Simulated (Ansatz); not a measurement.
In₅Sb₅H₁₈, a cluster cut from wurtzite InSb (hydrogen-capped). The state is a singlet with charge 0. Geometry PBE-D4/def2-SVP.

| atom | x (Å) | y (Å) | z (Å) |
| --- | --- | --- | --- |
| Sb1 | 4.410 | 1.207 | 0.144 |
| In2 | 2.785 | 0.956 | 2.573 |
| Sb3 | 0.297 | -0.024 | 1.468 |
| In4 | -1.597 | -0.995 | 3.427 |
| Sb5 | -3.552 | -2.333 | 1.697 |
| In6 | 4.073 | 2.413 | -2.474 |
| Sb7 | 1.359 | 1.316 | -2.634 |
| In8 | -0.774 | 1.433 | -0.705 |
| Sb9 | -2.618 | -0.453 | -1.859 |
| In10 | -5.035 | -1.639 | -0.699 |
| H11 | 5.942 | 1.792 | 0.671 |
| H12 | 4.991 | -0.371 | -0.213 |
| H13 | 3.518 | -0.359 | 3.445 |
| H14 | 2.518 | 2.600 | 3.071 |
| H15 | 0.762 | -1.444 | 0.609 |
| H16 | -0.830 | -2.293 | 4.294 |
| H17 | -2.458 | 0.387 | 4.039 |
| H18 | -2.896 | -3.880 | 1.330 |
| H19 | -4.759 | -2.953 | 2.757 |
| H20 | 5.032 | 1.558 | -3.643 |
| H21 | 3.840 | 4.117 | -2.235 |
| H22 | 1.562 | -0.386 | -2.770 |
| H23 | 0.656 | 1.499 | -4.196 |
| H24 | -1.440 | 3.024 | -0.490 |
| H25 | -1.559 | -1.774 | -2.159 |
| H26 | -2.805 | -0.042 | -3.520 |
| H27 | -6.046 | -0.281 | -0.314 |
| H28 | -5.376 | -3.076 | -1.614 |

In the def2 sets In, Sb take a core potential; there is no spin–orbit coupling. Single mean-field runs in def2-TZVP are fitted with def2-universal-jkfit.

(1) Estimate the orbital energies around the gap (eV) in Ansatz with PBE-D4/def2-SVP, PBE-D4/def2-TZVP, revPBE-D4/def2-TZVP, r2SCAN-D4/def2-TZVP, ωB97X-V/def2-TZVP.

Answers

(1) 
```csv
orbital,PBE-D4/def2-SVP,PBE-D4/def2-TZVP,revPBE-D4/def2-TZVP,r2SCAN-D4/def2-TZVP,ωB97X-V/def2-TZVP
HOMO−9,-7.16,-7.24,-7.20,-7.54,-10.77
HOMO−8,-7.16,-7.24,-7.20,-7.54,-10.70
HOMO−7,-7.02,-7.10,-7.06,-7.39,-10.51
HOMO−6,-6.97,-7.05,-7.02,-7.34,-10.49
HOMO−5,-6.86,-6.93,-6.89,-7.21,-10.20
HOMO−4,-6.36,-6.42,-6.37,-6.66,-9.45
HOMO−3,-6.33,-6.38,-6.32,-6.61,-9.26
HOMO−2,-6.05,-6.11,-6.05,-6.33,-8.90
HOMO−1,-5.97,-6.03,-5.98,-6.26,-8.87
HOMO,-5.80,-5.86,-5.81,-6.08,-8.59
LUMO,-2.61,-2.71,-2.62,-2.54,-0.32
LUMO+1,-2.26,-2.36,-2.26,-2.18,0.01
LUMO+2,-2.00,-2.11,-2.01,-1.94,0.27
LUMO+3,-1.98,-2.10,-2.01,-1.92,0.31
LUMO+4,-1.82,-1.93,-1.84,-1.71,0.52
LUMO+5,-1.50,-1.65,-1.56,-1.45,0.82
```
